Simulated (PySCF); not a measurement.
A GIAO shielding run with PySCF 2.14 (density fitting, non-relativistic, gas phase) on SMILES [SiH2](C[Si@H](C)[SiH3])S[SiH3], C₂H₁₄SSi₄:

```
$ OMP_NUM_THREADS=1 python probes_run.py task.json out

{"job": {"kind": "nmr", "xc": "PBE0", "basis": "pcSseg-1"}, "charge": 0, "multiplicity": 1}
C     -1.666212     0.444918    -2.188530
Si    -0.967588    -0.270217    -0.563170
Si    -2.644404    -0.958088     0.879652
C      0.095564     1.122610     0.220830
Si     0.948722     0.681815     1.850529
S      2.135951    -1.104546     1.646156
Si     3.441957    -0.674807     0.007342
H     -2.308735     1.300908    -2.000896
H     -0.878460     0.768670    -2.863597
H     -2.260370    -0.297207    -2.713091
H     -0.042486    -1.351427    -0.956572
H     -3.776212    -1.555519     0.161744
H     -2.188833    -1.954449     1.849553
H     -3.206868     0.154587     1.657405
H      0.849971     1.444250    -0.499391
H     -0.538519     1.991300     0.400512
H      0.006877     0.312372     2.897662
H      1.854100     1.748893     2.282406
H      4.436519    -1.730162     0.072350
H      2.675884    -0.705480    -1.233319
H      4.024221     0.648521     0.203862
```

Hardware: 1 thread of an Arm Neoverse N1, shared host. The job also computes population analyses, field gradients.

**Question.** How large is the calculation?

**Answer.** 98 electrons, 224 basis functions and 1283 auxiliary functions.

**Question.** How long does it take, and how much memory does it need?

**Answer.** 100 s of wall time, with 12 SCF cycles and 4 response iterations; peak memory 1 GiB. Times on a shared host scatter by some tens of per cent.
